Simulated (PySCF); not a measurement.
Simulation results for C$_{2}$H$_{5}$BSi, B$_{2}$H$_{3}$N, B$_{2}$H$_{3}$NSi, C$_{2}$H$_{6}$BN and others

Computed with PySCF 2.14.0. Calculation on a computer-drawn molecule: the log of a Hartree-Fock and frozen-core CCSD(T) single point meant for a local Hartree-Fock minimum, with one planted fault or none, to be diagnosed. Offsets are logged minus clean, where the clean run is the same molecule without the fault. The reference is restricted for singlets and unrestricted otherwise, and also for a bond in bohr or an excited solution. Adding or removing an electron swaps singlet and doublet. The excited solution moves the top pair (singlet) or top alpha electron (doublet) to the lowest empty orbital. Highest occupied and lowest empty are orbital energies over both spins, largest force is the largest gradient component, triples share is (T) over the correlation energy, the T1 limit is 0.02 restricted and 0.045 unrestricted, electrons count all cores, a negative frequency is imaginary (commonest isotopes), and the dipole is about the centre of nuclear charge.

Common to all runs: meant multiplicity 1; logged SCF converged yes; possible faults no fault, one electron removed, one electron added, multiplicity raised by two, geometry at a saddle point, SCF held on an excited solution, minimal basis STO-3G, one bond length entered in bohr, all coordinates scaled.

(1) 
```xyz
9
formula=C2H5BSi meant_charge=0 meant_basis=cc-pV(D+d)Z logged_electrons=36 logged_basis_functions=90 logged_spin_squared=2.0568 logged_highest_occupied=-6.6458 logged_lowest_empty=0.67473 logged_largest_force=0.022206 logged_T1_diagnostic=0.021937 logged_D1_diagnostic=0.069322 logged_triples_share=0.035883 logged_CC_converged=yes logged_dipole_magnitude=0.60991 logged_SCF_stable_within_its_kind=yes logged_energy_HF=-392.1403 logged_energy_CCSD(T)=-392.62271 planted_fault=multiplicity_raised_by_two HF_energy_offset_from_clean_run=24.32 CCSD(T)_energy_offset_from_clean_run=41.01
B     -1.0124    -0.6136     1.4867
C     -1.8335    -1.7135     1.4549
Si    -1.7588    -2.3854    -0.2849
C     -0.5453    -1.2207    -1.2604
H     -0.2880     0.3073     1.4041
H     -2.4612    -2.2222     2.1683
H     -0.8996    -0.1867    -1.3392
H      0.4730    -1.1968    -0.8570
H     -0.4756    -1.6111    -2.2789
```

Units: logged_highest_occupied, logged_lowest_empty in eV; logged_largest_force in hartree/bohr; logged_dipole_magnitude in debye; logged_energy_HF, logged_energy_CCSD(T) in hartree; HF_energy_offset_from_clean_run, CCSD(T)_energy_offset_from_clean_run in kcal/mol.

Drawn bonds:
```
atom  other atom  order
   1           2      2
   2           3      1
   3           4      1
   1           5      1
   2           6      1
   4           7      1
   4           8      1
   4           9      1
```

(2) 
```xyz
9
formula=C2H5BSi meant_charge=0 meant_basis=cc-pV(D+d)Z logged_electrons=36 logged_basis_functions=90 logged_spin_squared=0.9662 logged_highest_occupied=-7.1969 logged_lowest_empty=1.1251 logged_largest_force=0.030786 logged_T1_diagnostic=0.02778 logged_D1_diagnostic=0.13383 logged_triples_share=0.037704 logged_CC_converged=yes logged_dipole_magnitude=1.812 logged_SCF_stable_within_its_kind=yes logged_energy_HF=-392.09933 logged_energy_CCSD(T)=-392.57867 planted_fault=one_bond_length_entered_in_bohr,row_3_of_the_drawn_bonds HF_energy_offset_from_clean_run=50.03 CCSD(T)_energy_offset_from_clean_run=68.64
B     -1.0124    -0.6136     1.4867
C     -1.8335    -1.7135     1.4549
Si    -1.7588    -2.3854    -0.2849
C      0.5343    -0.1845    -2.1284
H     -0.2880     0.3073     1.4041
H     -2.4612    -2.2222     2.1683
H      0.1800     0.8496    -2.2072
H      1.5527    -0.1606    -1.7250
H      0.6041    -0.5748    -3.1469
```

Units: logged_highest_occupied, logged_lowest_empty in eV; logged_largest_force in hartree/bohr; logged_dipole_magnitude in debye; logged_energy_HF, logged_energy_CCSD(T) in hartree; HF_energy_offset_from_clean_run, CCSD(T)_energy_offset_from_clean_run in kcal/mol.

Drawn bonds:
```
atom  other atom  order
   1           2      2
   2           3      1
   3           4      1
   1           5      1
   2           6      1
   4           7      1
   4           8      1
   4           9      1
```

(3) 
```xyz
6
formula=B2H3N meant_charge=0 meant_basis=cc-pVDZ logged_electrons=20 logged_basis_functions=57 logged_spin_squared=1.3463 logged_highest_occupied=-9.5029 logged_lowest_empty=1.6887 logged_largest_force=0.030514 logged_T1_diagnostic=0.066777 logged_D1_diagnostic=0.21499 logged_triples_share=0.04954 logged_CC_converged=yes logged_dipole_magnitude=1.0515 logged_SCF_stable_within_its_kind=yes logged_energy_HF=-105.30662 logged_energy_CCSD(T)=-105.64401 planted_fault=one_bond_length_entered_in_bohr,row_1_of_the_drawn_bonds HF_energy_offset_from_clean_run=181.9 CCSD(T)_energy_offset_from_clean_run=196.1
B     -0.6277     0.4222    -1.3249
N      1.4853     1.2079    -1.9748
B      2.7537     1.6797    -2.3645
H     -1.6824     0.0299    -1.0005
H      2.8550     2.7385    -2.9240
H      3.7344     1.0233    -2.1375
```

Units: logged_highest_occupied, logged_lowest_empty in eV; logged_largest_force in hartree/bohr; logged_dipole_magnitude in debye; logged_energy_HF, logged_energy_CCSD(T) in hartree; HF_energy_offset_from_clean_run, CCSD(T)_energy_offset_from_clean_run in kcal/mol.

Drawn bonds:
```
atom  other atom  order
   1           2      2
   2           3      1
   1           4      1
   3           5      1
   3           6      1
```

Notes: T1 above single-reference limit.

(4) 
```xyz
6
formula=B2H3N meant_charge=0 meant_basis=cc-pVDZ logged_electrons=20 logged_basis_functions=57 logged_spin_squared=0 logged_highest_occupied=-4.4712 logged_lowest_empty=-4.2015 logged_largest_force=0.28163 logged_CC_converged=no logged_dipole_magnitude=1.2214 logged_SCF_stable_within_its_kind=no logged_energy_HF=-105.12808 planted_fault=SCF_held_on_an_excited_solution HF_energy_offset_from_clean_run=294
B     -0.6277     0.4222    -1.3249
N      0.4905     0.8380    -1.6688
B      1.7588     1.3098    -2.0586
H     -1.6824     0.0299    -1.0005
H      1.8601     2.3685    -2.6180
H      2.7395     0.6534    -1.8315
```

Units: logged_highest_occupied, logged_lowest_empty in eV; logged_largest_force in hartree/bohr; logged_dipole_magnitude in debye; logged_energy_HF in hartree; HF_energy_offset_from_clean_run in kcal/mol.

Drawn bonds:
```
atom  other atom  order
   1           2      2
   2           3      1
   1           4      1
   3           5      1
   3           6      1
```

Notes: CCSD not converged.

(5) 
```xyz
7
formula=B2H3NSi meant_charge=0 meant_basis=cc-pV(D+d)Z logged_electrons=34 logged_basis_functions=80 logged_spin_squared=1.1359 logged_highest_occupied=-9.3835 logged_lowest_empty=0.041393 logged_largest_force=0.019515 logged_T1_diagnostic=0.091472 logged_D1_diagnostic=0.38366 logged_triples_share=0.045447 logged_CC_converged=yes logged_dipole_magnitude=1.4711 logged_SCF_stable_within_its_kind=yes logged_energy_HF=-394.2711 logged_energy_CCSD(T)=-394.73168 planted_fault=one_bond_length_entered_in_bohr,row_2_of_the_drawn_bonds HF_energy_offset_from_clean_run=123.5 CCSD(T)_energy_offset_from_clean_run=120.1
B     -4.3937    -0.1312     2.4613
N     -3.4650    -0.9136     2.1989
B     -1.5126    -2.6498     1.6453
Si    -1.9060    -4.6600     1.5891
H     -5.2659     0.6105     2.7078
H     -0.4090    -2.2237     1.4016
H     -1.5128    -4.8510     3.0449
```

Units: logged_highest_occupied, logged_lowest_empty in eV; logged_largest_force in hartree/bohr; logged_dipole_magnitude in debye; logged_energy_HF, logged_energy_CCSD(T) in hartree; HF_energy_offset_from_clean_run, CCSD(T)_energy_offset_from_clean_run in kcal/mol.

Drawn bonds:
```
atom  other atom  order
   1           2      2
   2           3      1
   3           4      1
   1           5      1
   3           6      1
   4           7      1
```

Notes: T1 above single-reference limit.

(6) 
```xyz
10
formula=C2H6BN meant_charge=0 meant_basis=cc-pVDZ logged_electrons=29 logged_basis_functions=86 logged_spin_squared=0.762 logged_highest_occupied=-18.147 logged_lowest_empty=-7.3056 logged_largest_force=0.10377 logged_T1_diagnostic=0.026748 logged_D1_diagnostic=0.15248 logged_triples_share=0.029283 logged_CC_converged=yes logged_dipole_magnitude=4.1844 logged_SCF_stable_within_its_kind=yes logged_energy_HF=-158.05337 logged_energy_CCSD(T)=-158.59605 planted_fault=one_electron_removed HF_energy_offset_from_clean_run=202 CCSD(T)_energy_offset_from_clean_run=233.5
B     -0.5222    -1.1635    -0.0297
N      0.0273    -0.0768     0.1097
C      0.6612     1.1815     0.2587
C      0.6844     1.9790    -1.0402
H     -1.0477    -2.2035    -0.1605
H      1.6840     1.0296     0.6133
H      0.1442     1.7559     1.0317
H      1.2238     1.4340    -1.8171
H      1.1789     2.9409    -0.8843
H     -0.3307     2.1649    -1.3961
```

Units: logged_highest_occupied, logged_lowest_empty in eV; logged_largest_force in hartree/bohr; logged_dipole_magnitude in debye; logged_energy_HF, logged_energy_CCSD(T) in hartree; HF_energy_offset_from_clean_run, CCSD(T)_energy_offset_from_clean_run in kcal/mol.

Drawn bonds:
```
atom  other atom  order
   1           2      2
   2           3      1
   3           4      1
   1           5      1
   3           6      1
   3           7      1
   4           8      1
   4           9      1
   4          10      1
```

(7) 
```xyz
7
formula=CH3BNO meant_charge=-1 meant_basis=aug-cc-pVDZ logged_electrons=30 logged_basis_functions=119 logged_spin_squared=2.0122 logged_highest_occupied=0.91771 logged_lowest_empty=3.2487 logged_largest_force=0.076468 logged_T1_diagnostic=0.029002 logged_D1_diagnostic=0.12713 logged_triples_share=0.03737 logged_CC_converged=yes logged_dipole_magnitude=8.1192 logged_SCF_stable_within_its_kind=yes logged_energy_HF=-193.54399 logged_energy_CCSD(T)=-194.15547 planted_fault=multiplicity_raised_by_two HF_energy_offset_from_clean_run=30.1 CCSD(T)_energy_offset_from_clean_run=63.99
B      1.2755     0.5320     0.0020
N      0.1247     0.9386    -0.0699
C     -1.2685     1.4524    -0.2581
O     -1.5608     1.8190    -1.4786
H      2.3814     0.1403     0.0760
H     -1.3367     2.2634     0.5056
H     -1.8938     0.6206     0.1456
```

Units: logged_highest_occupied, logged_lowest_empty in eV; logged_largest_force in hartree/bohr; logged_dipole_magnitude in debye; logged_energy_HF, logged_energy_CCSD(T) in hartree; HF_energy_offset_from_clean_run, CCSD(T)_energy_offset_from_clean_run in kcal/mol.

Drawn bonds:
```
atom  other atom  order
   1           2      2
   2           3      1
   3           4      1
   1           5      1
   3           6      1
   3           7      1
```

Notes: highest electron not bound in this basis.

(8) 
```xyz
7
formula=B2ClH3N meant_charge=-1 meant_basis=aug-cc-pV(D+d)Z logged_electrons=38 logged_basis_functions=128 logged_spin_squared=0 logged_highest_occupied=-5.1839 logged_lowest_empty=3.2972 logged_largest_force=0.047641 logged_T1_diagnostic=0.015694 logged_D1_diagnostic=0.044519 logged_triples_share=0.038701 logged_CC_converged=yes logged_dipole_magnitude=3.3124 logged_SCF_stable_within_its_kind=yes logged_energy_HF=-565.16985 logged_energy_CCSD(T)=-565.75389 planted_fault=all_coordinates_scaled,by_+3.5_% HF_energy_offset_from_clean_run=4.796 CCSD(T)_energy_offset_from_clean_run=1.074
B     -1.0904    -0.6910    -2.4447
N     -0.6613    -0.6842    -1.2494
B     -0.1413    -0.6770     0.2140
Cl     1.9485    -0.2795     0.1845
H     -1.5043    -0.6986    -3.5881
H     -0.6117     0.2679     0.9018
H     -0.2194    -1.8036     0.7724
```

Units: logged_highest_occupied, logged_lowest_empty in eV; logged_largest_force in hartree/bohr; logged_dipole_magnitude in debye; logged_energy_HF, logged_energy_CCSD(T) in hartree; HF_energy_offset_from_clean_run, CCSD(T)_energy_offset_from_clean_run in kcal/mol.

Drawn bonds:
```
atom  other atom  order
   1           2      2
   2           3      1
   3           4      1
   1           5      1
   3           6      1
   3           7      1
```

(9) 
```xyz
8
formula=B2H4NO meant_charge=-1 meant_basis=aug-cc-pVDZ logged_electrons=30 logged_basis_functions=128 logged_spin_squared=1.9137 logged_highest_occupied=-3.8339 logged_lowest_empty=3.5232 logged_largest_force=0.03226 logged_CC_converged=no logged_dipole_magnitude=0.95069 logged_SCF_stable_within_its_kind=yes logged_energy_HF=-180.81336 planted_fault=one_bond_length_entered_in_bohr,row_1_of_the_drawn_bonds HF_energy_offset_from_clean_run=172.5
B     -2.7863    -0.3774     3.3748
N     -2.4939     0.2430     1.1606
B     -2.3057     0.6560    -0.3074
O     -1.0135     0.0821    -0.7965
H     -2.9376    -0.6907     4.4992
H     -2.2960     1.9094    -0.3894
H     -3.2703     0.2261    -0.9876
H     -0.9009     0.3402    -1.6939
```

Units: logged_highest_occupied, logged_lowest_empty in eV; logged_largest_force in hartree/bohr; logged_dipole_magnitude in debye; logged_energy_HF in hartree; HF_energy_offset_from_clean_run in kcal/mol.

Drawn bonds:
```
atom  other atom  order
   1           2      2
   2           3      1
   3           4      1
   1           5      1
   3           6      1
   3           7      1
   4           8      1
```

Notes: CCSD not converged.

(10) 
```xyz
8
formula=AlB2H4N meant_charge=0 meant_basis=cc-pV(D+d)Z logged_electrons=33 logged_basis_functions=85 logged_spin_squared=0.7666 logged_highest_occupied=-16.186 logged_lowest_empty=-6.9507 logged_largest_force=0.10014 logged_T1_diagnostic=0.020458 logged_D1_diagnostic=0.072233 logged_triples_share=0.037064 logged_CC_converged=yes logged_dipole_magnitude=1.8488 logged_SCF_stable_within_its_kind=yes logged_energy_HF=-347.78125 logged_energy_CCSD(T)=-348.19355 planted_fault=one_electron_removed HF_energy_offset_from_clean_run=183.2 CCSD(T)_energy_offset_from_clean_run=198.9
B     -0.3165    -3.0339    -0.5760
N     -0.9206    -2.2803     0.2066
B     -1.6071    -1.4154     1.0908
Al    -1.9842     0.6424     0.5344
H      0.2528    -3.7410    -1.3160
H     -1.9585    -1.8881     2.1465
H     -3.3026     1.0686    -0.2467
H     -0.9462     1.8011     0.8660
```

Units: logged_highest_occupied, logged_lowest_empty in eV; logged_largest_force in hartree/bohr; logged_dipole_magnitude in debye; logged_energy_HF, logged_energy_CCSD(T) in hartree; HF_energy_offset_from_clean_run, CCSD(T)_energy_offset_from_clean_run in kcal/mol.

Drawn bonds:
```
atom  other atom  order
   1           2      2
   2           3      1
   3           4      1
   1           5      1
   3           6      1
   4           7      1
   4           8      1
```
